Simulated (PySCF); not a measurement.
# Bond lengths and vibrations by method: BH3NO cation

Calculated results; nothing here was measured. They come from PySCF 2.14.0, an open-source quantum chemistry program, on an isolated molecule that a program drew, which may never have been made. The molecule is BH3NO cation (charge +1, singlet), drawn as the SMILES string `N[B+]O`.

The geometry was optimised and harmonic frequencies were computed with HF and MP2, all in the cc-pVDZ basis, for the commonest isotopes, with a restricted reference for singlets and an unrestricted one otherwise, and a frozen core in MP2. Each result is a local minimum of its method.

Geometry at the HF minimum:
```xyz
6
BH3NO cation, angstrom
N     0.2221   -0.5950    1.7700
B    -0.8870   -0.5336    1.0461
O    -1.8982   -0.4616    0.3025
H     0.7377   -1.4509    1.8994
H     0.6243    0.2150    2.2142
H    -2.8101   -0.5731    0.5663
```

Lengths of the bonds as drawn, in Å (atoms numbered as above):
| bond | HF | MP2 |
|---|---|---|
| N1-B2 | 1.326 | 1.340 |
| B2-O3 | 1.257 | 1.279 |
| N1-H4 | 1.008 | 1.022 |
| N1-H5 | 1.008 | 1.022 |
| O3-H6 | 0.956 | 0.976 |

Rotational constants, in GHz:
| constant | HF | MP2 |
|---|---|---|
| A | 256.4 | 241.3 |
| B | 8.301 | 8.094 |
| C | 8.175 | 7.978 |

Harmonic frequencies in cm^-1, each column in rising order, so a row needn't be the same motion in every method:
```
rank,HF,MP2
1,392,364
2,445,407
3,478,520
4,582,525
5,839,812
6,984,911
7,1060,1009
8,1654,1530
9,2049,1970
10,3719,?
11,3820,3665
12,4027,3768
```

**Estimate the missing MP2 frequency from the HF column.**

A single factor s that minimises the squared misfit of MP2 against s times HF over the other rows is sum(HF x MP2) / sum(HF^2) = 0.9471, with an rms misfit of 34 cm^-1. For rank 10 it gives 0.9471 x 3719 = 3522 cm^-1. The calculation gives 3555 cm^-1, 33 cm^-1 above the estimate. The drawn bonds are on average 1.5 % longer in MP2 than in HF.
